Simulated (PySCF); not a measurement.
The numbers are results of PBE-D3(BJ)/def2-TZVP // PBE0-D3(BJ)/def2-SVP (PySCF 2.14.0), not measurements. All species are isolated molecules in the gas phase. One relaxed conformer stands for a flexible species; it need not be the lowest. Excitations are Tamm–Dancoff values on a coarser integration grid. The basis has no diffuse functions, so Rydberg states are missing or too high.

Reference species (SMILES): `C[O][Ge]([O]C)([O]C)[O]C` (neutral, multiplicity 1).

```
Quantity               Result
-------------------  --------
LUMO                 -0.83 eV
HOMO                 -6.45 eV
S1 excitation (TDA)   5.77 eV
```

After one change: the LUMO decreases by 1.13 eV; the HOMO falls by 0.16 eV; the S1 excitation (TDA) falls by 0.96 eV.

**Question.** Name the change that produced these shifts. The new species is one of these.
A) `C[O][Ge]([I])([I])[I]` (C–O–Ge–I torsion 180°)
B) `[I][Ge]([I])([I])[I]`
C) `C[O][Ge]([I])([O]C)[O]C`
D) `C[O][Ge]([I])([I])[O]C` (C–O–Ge–I torsion -63°, I–Ge–O–C torsion -178°)

**Answer.** C, `C[O][Ge]([I])([O]C)[O]C`
